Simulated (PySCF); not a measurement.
Exact mass, isotope pattern and composition

Species: `FC1=C(C(F)(F)F)OC=CO1`.

Calculated for natural abundance.

Q: Molar mass and exact mass?

A: For C5H2F4O2, with standard atomic weights, 4 × 18.998 + 5 × 12.011 + 2 × 15.999 + 2 × 1.008 = 170.061 g/mol. From the most abundant isotopes (19F, 12C, 16O, 1H), 4 × 18.998403 + 5 × 12.000000 + 2 × 15.994915 + 2 × 1.007825 = 169.9991 u.

Q: Give the isotope pattern of the molecular ion M+•, merging species of the same nominal mass.

A: 
```json
{"nominal mass": "170", "m/z (centroid)": "169.9985", "relative intensity": "100.0"}
{"nominal mass": "171", "m/z (centroid)": "171.0019", "relative intensity": "5.5"}
{"nominal mass": "172", "m/z (centroid)": "172.0034", "relative intensity": "0.5"}
```

Lines under 0.1 % of the tallest are left out. One electron mass, 0.00055 u, is taken off.

Q: Resolve the fine structure: one atom at a time replaced by a minor isotope.

A: Intensity in % of the monoisotopic species:

```
isotope  mass shift (u)       m/z  intensity (%)
    13C        +1.00335  171.0019           5.41
    17O        +1.00422  171.0028           0.08
     2H        +1.00628  171.0048           0.02
    18O        +2.00425  172.0028           0.41
```

Species under 0.02 % are left out.

Q: Protons, neutrons, electrons, and exact less nominal mass of the monoisotopic species?

A: 84 protons, 86 neutrons and 84 electrons; 169.9991 − 170 = -0.0009 u.

Q: Which m/z would the protonated, sodiated and deprotonated molecule have?

A: [M+H]+ 171.0064, [M+Na]+ 192.9883, [M−H]− 168.9918, for the monoisotopic species (arithmetic only; whether such ions form is another matter).
